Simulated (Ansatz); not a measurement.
CH8AlNOSi: the same geometry under several functionals.

```yaml
crystal:
  periodic: [false, false, false]
  atoms:
    - {symbol: N, position_ang: [-1.056783, -1.059663, 0.681187]}
    - {symbol: C, position_ang: [0.376658, -1.338644, 1.131210]}
    - {symbol: Al, position_ang: [0.371910, -0.287780, -0.499095]}
    - {symbol: O, position_ang: [0.471233, -1.169007, -1.964822]}
    - {symbol: Si, position_ang: [0.388608, 2.156911, -0.410093]}
    - {symbol: H, position_ang: [-1.543339, -1.893069, 0.379100]}
    - {symbol: H, position_ang: [-1.621631, -0.574392, 1.364093]}
    - {symbol: H, position_ang: [0.571135, -2.408055, 1.160387]}
    - {symbol: H, position_ang: [0.556782, -0.897045, 2.108035]}
    - {symbol: H, position_ang: [0.349182, -0.753761, -2.815995]}
    - {symbol: H, position_ang: [-0.416622, 2.798313, -1.493237]}
    - {symbol: H, position_ang: [1.758346, 2.742728, -0.506983]}
    - {symbol: H, position_ang: [-0.184979, 2.648764, 0.881012]}
basis:
  gaussian: {orbitals: def2-TZVPP}
hamiltonian: {xc: {name: B3LYP}, dispersion: d4}
output: {forces: true, orbitals: {seedname: orbitals}}
```

```sh
$ ansatz run in.yaml --threads 4 --pin off --events-out ev --progress --plain --max-ram 10444MiB
```

Shortened log:

```
Functional definition: B3LYP
1542 factors; their error is unknown
mean field evaluation 1: about -19169.9289 eV, gradient 8.8e1 eV
mean field evaluation 2: about -19135.5922 eV, gradient 1.5e2 eV
mean field evaluation 4: about -19184.1490 eV, gradient 1.2e1 eV
mean field evaluation 8: about -19184.4084 eV, gradient 2.4e-1 eV
mean field evaluation 16: about -19184.4239 eV, gradient 1.7e-4 eV
mean field -19184.42385290 eV, -705.0145729245 hartree, gradient 4.1e-5 eV, S^2 0.000000; 0 other end points of the search recorded, 0 dependent functions left out
reference -19184.42417139 eV, -705.0145846288 hartree; 28, 28 occupied and 261, 261 virtual orbitals, 1542 factors
Total energy: -19184.84784552 eV, -705.0301543660 hartree
Atom 0 at    -1.056783    -1.059663     0.681187 Å, force    -0.298620     0.023742    -0.058044 eV/Å
Atom 1 at     0.376658    -1.338644     1.131210 Å, force     0.323823    -0.109137     0.173674 eV/Å
Atom 2 at     0.371910    -0.287780    -0.499095 Å, force     0.050351     0.092324     0.028319 eV/Å
Atom 3 at     0.471233    -1.169007    -1.964822 Å, force    -0.001526    -0.005628    -0.045800 eV/Å
Atom 4 at     0.388608     2.156911    -0.410093 Å, force     0.003104     0.086431     0.001868 eV/Å
Atom 5 at    -1.543339    -1.893069     0.379100 Å, force    -0.033739     0.009401     0.017223 eV/Å
Atom 6 at    -1.621631    -0.574392     1.364093 Å, force    -0.031275    -0.014581    -0.002656 eV/Å
Atom 7 at     0.571135    -2.408055     1.160387 Å, force    -0.009826     0.067975     0.009093 eV/Å
Atom 8 at     0.556782    -0.897045     2.108035 Å, force    -0.007465    -0.039073    -0.057811 eV/Å
Atom 9 at     0.349182    -0.753761    -2.815995 Å, force     0.004043    -0.027782    -0.061034 eV/Å
Atom 10 at    -0.416622     2.798313    -1.493237 Å, force     0.044480    -0.032482     0.057659 eV/Å
Atom 11 at     1.758346     2.742728    -0.506983 Å, force    -0.074341    -0.025642     0.005506 eV/Å
Atom 12 at    -0.184979     2.648764     0.881012 Å, force     0.030992    -0.025548    -0.067997 eV/Å
Dipole moment:    -0.470552    -0.295451     0.282782 e Å
```

Run time 4.2 s (4 threads of an Intel Xeon Platinum 8488C on a shared host); peak host memory 0.93 GiB.

With the line `hamiltonian: {xc: {name: wB97M-V}}` (abridged; 8.5 s):

```
Functional definition: wB97M-V
mean field evaluation 16: about -19179.8915 eV, gradient 6.4e-5 eV
mean field -19179.89148946 eV, -704.8480116402 hartree, gradient 6.4e-5 eV, S^2 0.000000
Total energy: -19179.89155211 eV, -704.8480139426 hartree
Atom 0 force    -0.262716     0.017118    -0.037789 eV/Å
Atom 1 force     0.259236    -0.065378     0.103422 eV/Å
Atom 2 force     0.021031     0.117990     0.074725 eV/Å
Atom 3 force    -0.006786     0.020706    -0.072829 eV/Å
Atom 4 force     0.009970     0.077105    -0.001895 eV/Å
Atom 5 force     0.009978     0.041093     0.030409 eV/Å
Atom 6 force     0.019161    -0.039290    -0.028458 eV/Å
Atom 7 force    -0.027132     0.088115     0.001331 eV/Å
Atom 8 force    -0.026105    -0.038282    -0.070093 eV/Å
Atom 9 force     0.008143    -0.039320     0.003786 eV/Å
Atom 10 force     0.083509    -0.069723     0.113648 eV/Å
Atom 11 force    -0.144686    -0.057726     0.012245 eV/Å
Atom 12 force     0.056396    -0.052407    -0.128502 eV/Å
Dipole moment:    -0.472018    -0.301139     0.278010 e Å
```

With the line `hamiltonian: {xc: {name: B2PLYP}}` and no forces (abridged; 4.7 s):

```
Functional definition: B2PLYP
mean field evaluation 16: about -19165.4474 eV, gradient 1.8e-4 eV
mean field -19165.44740585 eV, -704.3172013581 hartree, gradient 9.2e-6 eV, S^2 0.000000
13 core orbitals not correlated: weight in the atoms' cores, before any rotation towards them, 1.000 or more for the frozen orbitals, at most 0.000 for the correlated occupied ones
second order -27.71409465 eV of doubles, -0.00000000 eV of singles
Total energy: -19172.93041240 eV, -704.5921967768 hartree
```

B3LYP takes the VWN-RPA correlation (the form of Gaussian; ORCA's B3LYP/G).
